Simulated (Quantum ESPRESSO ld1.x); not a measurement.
Q: All-electron atom: Dy V in [Xe] 4f8. All-electron calculation, Dirac Kohn-Sham, BLYP, spin-unpolarised, spherical densities, point nucleus; open shells are shared between the two j in proportion to 2j + 1. Program: ld1.x of Quantum ESPRESSO 7.5. Some entries of the table are withheld. Estimate them.

| orbital | occ. | eigenvalue (Ry) | <r^2> (bohr^2) |
|---|---|---|---|
| 1s1/2 | 2 | -3944.0832 | 0.0006092 |
| 2s1/2 | 2 | -659.7642 | 0.009460 |
| 2p1/2 | 2 | -627.6343 | (1) |
| 2p3/2 | 4 | -568.8036 | (2) |
| 3s1/2 | 2 | -150.0476 | 0.06278 |
| 3p1/2 | 2 | -136.0422 | (3) |
| 3p3/2 | 4 | -123.8292 | (4) |
| 3d3/2 | 4 | -99.7643 | 0.05173 |
| 3d5/2 | 6 | -97.0984 | 0.05366 |
| 4s1/2 | 2 | -32.8771 | 0.3155 |
| 4p1/2 | 2 | (5) | 0.3302 |
| 4p3/2 | 4 | (6) | 0.3679 |
| 4d3/2 | 4 | -15.4800 | 0.4157 |
| 4d5/2 | 6 | -14.9770 | 0.4303 |
| 5s1/2 | 2 | -6.9730 | 1.743 |
| 5p1/2 | 2 | -5.3746 | 2.120 |
| 5p3/2 | 4 | -4.9573 | 2.378 |
| 4f5/2 | 3.42857 | -4.0659 | 0.7247 |
| 4f7/2 | 4.57143 | -3.9913 | 0.7428 |

A: 
(1) 2p1/2 <r^2> (bohr^2): 0.006846
(2) 2p3/2 <r^2> (bohr^2): 0.008073
(3) 3p1/2 <r^2> (bohr^2): 0.05828
(4) 3p3/2 <r^2> (bohr^2): 0.06524
(5) 4p1/2 eigenvalue (Ry): -27.3476
(6) 4p3/2 eigenvalue (Ry): -24.5924
